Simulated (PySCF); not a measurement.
## A search over the determinants of TeF

Unrestricted PBE0; PySCF, scalar-relativistic core potentials, basis sets Te cc-pVDZ-PP with ECP28, F cc-pVDZ. Outer shells of the fragments: Te 4d10 5s2 5p4; F 2s2 2p5.

Followed along the bond (rough minima from three points):

```csv
2Ms+1,unpaired,⟨S²⟩ at the start,R at minimum (Å),Te (eV)
2,π ↑,0.75,1.95,0.00
4,"σ ↑, π ↑↑",3.75,none in the scan,≤ 1.28
```

Solutions found at the starting distance of 1.935 Å, counted from the lowest of them; the search is not exhaustive and high or unbound solutions are not listed, so other states can lie among these:

```
2Ms+1   unpaired   term  E (eV)  ⟨S²⟩  ⟨Lz²⟩  μ (D)
    2        π ↑     ²Π    0.00  0.75   1.00  -2.32
    4  σ ↑, π ↑↑    ⁴Σ⁻    1.56  3.75   0.00  -2.23
    2  σ ↑, π ↑↓  mixed    2.20  1.76   2.01  -2.12
    2  σ ↓, π ↑↑  mixed    2.21  1.76   0.00  -2.11
    2        σ ↑  mixed    3.18  0.75   2.00  -1.96
    2        π ↑     ²Π    6.10  0.76   1.01  -1.65
    4  σ ↑↑, π ↑     ⁴Π    6.39  3.75   1.00   0.26
    4  σ ↑, π ↑↑  mixed    6.54  3.75   2.01   2.33
```

A term symbol is given only where ⟨S²⟩ and ⟨Lz²⟩ are close to those of a pure state; real π, δ and φ orbitals otherwise mix terms. A positive dipole means Te(−)F(+).

Spin–orbit coupling is left out. Counting both spins, an empty level lies below a filled one in some of these solutions, because spin and occupation are held.
